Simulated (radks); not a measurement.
Values are calculated unless marked as measured or tabulated.
Problem. The palladium ion Pd13+, [Ar] 3d10 4s2 4p3. Level of theory: non-relativistic Kohn-Sham, PBE, spin-polarised, spherical densities, point nucleus (a radial shooting solver on a logarithmic mesh with Libxc functionals). Every spin shell is full or empty, so the densities are truly spherical. Functionals are evaluated on that one density, not self-consistently. Rank these exchange functionals by their error against the exact value of the orbitals, and give that value: LDA, B88, PBE, PW91, PW86, WC, AM05, G96, TPSS, r2SCAN.

Solution. Exact: -129.713 hartree. From best to worst, with 100 (|E| - |E exact|)/|E exact| (equal figures are ties): B88 +0.01, PW91 -0.05, r2SCAN -0.11, PW86 -0.13, TPSS -0.25, G96 +0.32, PBE -0.47, WC -0.98, AM05 -4.87, LDA -5.30.
